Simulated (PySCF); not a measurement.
4H-1,3,5-oxadiazine (C3H4N2O), SMILES C1N=COC=N1.

Coordinates come from a PBE0-D3(BJ)/def2-SVP optimisation. The values are those of a single conformer.

Level of theory: PBE/def2-TZVP (PySCF).

Symmetry labels are those of the subgroup C2v that the program uses (full group C2v).

### Question
List the valence orbital energies around the gap with their symmetry. (Estimate from the structure and the level; the computed values follow.)

### Answer

```tsv
orbital	symmetry	energy (eV)
HOMO−7	A1	-11.09
HOMO−6	B2	-11.06
HOMO−5	B1	-10.52
HOMO−4	A1	-10.09
HOMO−3	A2	-8.59
HOMO−2	A1	-7.48
HOMO−1	B1	-6.29
HOMO	B2	-6.01
LUMO	A2	-1.91
LUMO+1	B1	-0.26
LUMO+2	A1	0.79
LUMO+3	A1	1.41
```
